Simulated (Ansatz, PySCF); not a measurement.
Energy difference R1 → P1, each structure at its B3LYP-D3(BJ)/def2-TZVP stationary point, reached from a drawn start; harmonic modes at that level show minima.
R1, C3H4 (SMILES C#CC) (charge 0, multiplicity 1):
```tsv
atom	x (Å)	y (Å)	z (Å)
C	-0.9378	-0.0919	-0.1248
C	0.4968	0.0487	0.0661
C	1.6803	0.1646	0.2235
H	-1.1656	-0.9655	-0.7387
H	-1.3529	0.7872	-0.6219
H	-1.4487	-0.2103	0.8329
H	2.7280	0.2672	0.3629
```
P1, C3H4 (SMILES C1=CC1) (charge 0, multiplicity 1):
```xyz
7

C     -0.56652     0.66453     0.09785
C     -0.62892    -0.60912    -0.07456
C      0.76111    -0.03528    -0.01483
H     -1.06274     1.60851     0.23279
H     -1.21517    -1.50293    -0.18840
H      1.36807    -0.18569     0.87664
H      1.34426     0.05997    -0.92949
```

P less R. No zero-point or thermal terms.

Cores are frozen in the correlated methods. CBS: X⁻³ extrapolation of the correlation energy, Hartree–Fock from the larger set.

Programs: Ansatz (Gaussian basis) for Hartree–Fock, density functionals and correlated methods; PySCF for the D3/D4 terms. All values are computed, each at the level named.

PBE/def2-TZVPP gives 80.4 kJ/mol for the reaction energy.

### Question
How do the other levels lie against it? Give each less PBE: PBE-D3(BJ)/def2-TZVPP, r2SCAN/def2-TZVPP, B3LYP/def2-TZVPP, wB97M-V/def2-TZVPP, B2PLYP/def2-TZVPP, MP2/CBS(cc-pVTZ, cc-pVQZ), CCSD(T)/CBS(cc-pVTZ, cc-pVQZ).

### Answer
PBE-D3(BJ)/def2-TZVPP -0.4; r2SCAN/def2-TZVPP 7.1; B3LYP/def2-TZVPP 19.2; wB97M-V/def2-TZVPP 10.1; B2PLYP/def2-TZVPP 22.1; MP2/CBS(cc-pVTZ, cc-pVQZ) 19.1; CCSD(T)/CBS(cc-pVTZ, cc-pVQZ) 17.7 kJ/mol. 6 of 7 lie above PBE; the widest gap is to B2PLYP/def2-TZVPP.

Ansatz is an electronic-structure program.
